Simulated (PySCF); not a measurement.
**Question.** What does the PBE0-D3(BJ)/def2-SVP structure of `[CH3][Ge]([CH3])([CH3])[CH3]` look like in three dimensions?

**Answer.** 
```xyz
17
C4H12Ge angstrom
C     -0.0184   -0.9999   -1.6867
Ge    -0.0009   -0.0024   -0.0021
C     -0.2681    1.9021   -0.3681
C     -1.4400   -0.6495    1.1566
C      1.7208   -0.2591    0.8931
H     -0.9797   -0.8696   -2.2065
H      0.1308   -2.0752   -1.5053
H      0.7832   -0.6505   -2.3552
H     -0.2636    2.4830    0.5666
H     -1.2319    2.0706   -0.8721
H      0.5309    2.2908   -1.0177
H     -2.4194   -0.5178    0.6723
H     -1.3095   -1.7190    1.3811
H     -1.4509   -0.0977    2.1088
H      1.8948   -1.3247    1.1062
H      2.5464    0.1039    0.2621
H      1.7502    0.2907    1.8461
```

Any rigid rotation of these coordinates is as good. Atoms count from 1 in this order. Ge2 (germanium bonded to 4 C) is tetrahedral (angles from 109.4° to 109.5°). All 4 C–Ge bonds measure 1.957 to 1.958 Å.

Bonds between heavy atoms (Å): C1–Ge2 1.958, Ge2–C3 1.958, Ge2–C4 1.958, Ge2–C5 1.957.

The calculation used PySCF, PBE0-D3(BJ)/def2-SVP geometry optimisation, gas phase.

Point group: Td (every atom within 0.08 Å of its image). Not checked by PBE0-D3(BJ)/def2-SVP frequencies.
